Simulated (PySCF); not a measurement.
C$_{2}$HCl$_{3}$, quintet, at a GFN2-xTB geometry of the parent state (a higher spin typed on purpose: for a closed-shell molecule this is an excited state); MP2/6-31G in PySCF.

Here is a job for PySCF.
```python
from pyscf import gto, scf, mp

mol = gto.Mole()
mol.atom = '''
    Cl    2.091411    0.254491    0.599493
    C     1.017478   -0.428148   -0.551466
    C    -0.382331   -0.265043   -0.443384
    Cl   -1.121957    1.233019   -0.876281
    Cl   -1.281500   -1.185332    0.706920
    H     1.493902   -0.977863   -1.343147
'''
mol.basis = '6-31g'
mol.charge = 0
mol.spin = 4
mol.verbose = 4
mol.build()

mf = scf.UHF(mol)
mf.kernel()

pt = mp.MP2(mf)
pt.kernel()
print('E(MP2) = %.10f' % pt.e_tot)
```

What the program printed (banner, timings and long lists left out):

```
PySCF version 2.14.0

[INPUT] verbose = 4
[INPUT] num. atoms = 6
[INPUT] num. electrons = 64
[INPUT] charge = 0
[INPUT] spin (= nelec alpha-beta = 2S) = 4
[INPUT] symmetry False subgroup None
[INPUT] Mole.unit = angstrom
[INPUT] Symbol           X                Y                Z      unit          X                Y                Z       unit  Magmom
[INPUT]  1 Cl     2.091411000000   0.254491000000   0.599493000000 AA    3.952194003903   0.480918291167   1.132877583594 Bohr   0.0
[INPUT]  2 C      1.017478000000  -0.428148000000  -0.551466000000 AA    1.922754757770  -0.809082460780  -1.042119707009 Bohr   0.0
[INPUT]  3 C     -0.382331000000  -0.265043000000  -0.443384000000 AA   -0.722500878931  -0.500858681233  -0.837874328014 Bohr   0.0
[INPUT]  4 Cl    -1.121957000000   1.233019000000  -0.876281000000 AA   -2.120191453539   2.330068216385  -1.655931098160 Bohr   0.0
[INPUT]  5 Cl    -1.281500000000  -1.185332000000   0.706920000000 AA   -2.421684028630  -2.239952846683   1.335885191978 Bohr   0.0
[INPUT]  6 H      1.493902000000  -0.977863000000  -1.343147000000 AA    2.823065636940  -1.847893257346  -2.538179975031 Bohr   0.0

nuclear repulsion = 316.37710645207
number of shells = 33
number of NR pGTOs = 186
number of NR cGTOs = 59
basis = 6-31g
ecp = {}

******** <class 'pyscf.scf.uhf.UHF'> ********
method = UHF
initial guess = minao
damping factor = 0
level_shift factor = 0
DIIS = <class 'pyscf.scf.diis.CDIIS'>
diis_start_cycle = 1
diis_space = 8
diis_damp = 0
SCF conv_tol = 1e-09
SCF conv_tol_grad = None
SCF max_cycles = 50
direct_scf = True
direct_scf_tol = 1e-13
number electrons alpha = 34  beta = 30
Set gradient conv threshold to 3.16228e-05
init E= -1455.51557386097

cycle= 1 E= -1454.06132281027  delta_E= 1.45  |g|= 0.412  |ddm|= 6.34

cycle= 2 E= -1454.16049121505  delta_E= -0.0992  |g|= 0.274  |ddm|= 2.09

cycle= 3 E= -1454.2096330863  delta_E= -0.0491  |g|= 0.0608  |ddm|= 0.754

cycle= 4 E= -1454.22195175878  delta_E= -0.0123  |g|= 0.0408  |ddm|= 0.542

cycle= 5 E= -1454.23238423625  delta_E= -0.0104  |g|= 0.0421  |ddm|= 0.505

cycle= 6 E= -1454.23520603758  delta_E= -0.00282  |g|= 0.0402  |ddm|= 0.127
cycle= 7 E= -1454.24858266746  delta_E= -0.0134  |g|= 0.0324  |ddm|= 1.04
cycle= 8 E= -1454.2475560202  delta_E= 0.00103  |g|= 0.0263  |ddm|= 0.394
cycle= 9 E= -1454.249576704  delta_E= -0.00202  |g|= 0.00432  |ddm|= 0.283
cycle= 10 E= -1454.2496694864  delta_E= -9.28e-05  |g|= 0.00247  |ddm|= 0.0257
cycle= 11 E= -1454.24970229251  delta_E= -3.28e-05  |g|= 0.000977  |ddm|= 0.0199
cycle= 12 E= -1454.24970757577  delta_E= -5.28e-06  |g|= 0.00059  |ddm|= 0.007
cycle= 13 E= -1454.24970958089  delta_E= -2.01e-06  |g|= 0.00042  |ddm|= 0.00316
cycle= 14 E= -1454.24971104764  delta_E= -1.47e-06  |g|= 0.000336  |ddm|= 0.00268
cycle= 15 E= -1454.24971269308  delta_E= -1.65e-06  |g|= 0.000193  |ddm|= 0.00425
cycle= 16 E= -1454.24971342212  delta_E= -7.29e-07  |g|= 0.000143  |ddm|= 0.00363
cycle= 17 E= -1454.24971352041  delta_E= -9.83e-08  |g|= 0.000167  |ddm|= 0.000686
cycle= 18 E= -1454.24971342461  delta_E= 9.58e-08  |g|= 8.45e-05  |ddm|= 0.00162
cycle= 19 E= -1454.24971341848  delta_E= 6.13e-09  |g|= 3.09e-05  |ddm|= 0.00108
cycle= 20 E= -1454.24971341943  delta_E= -9.53e-10  |g|= 1.17e-05  |ddm|= 0.000291
Extra cycle  E= -1454.24971341971  delta_E= -2.72e-10  |g|= 7.65e-06  |ddm|= 4.63e-05
converged SCF energy = -1454.24971341971  <S^2> = 6.0327036  2S+1 = 5.0130644

******** <class 'pyscf.mp.ump2.UMP2'> ********
nocc = (np.int64(34), np.int64(30)), nmo = (59, 59)
E(UMP2) = -1454.53393681634  E_corr = -0.284223396634443
E(SCS-UMP2) = -1454.52176222581  E_corr = -0.27204880610853
E_corr(same-spin) = -0.0796376190609241
E_corr(oppo-spin) = -0.204585777573519
E(MP2) = -1454.5339368163
```
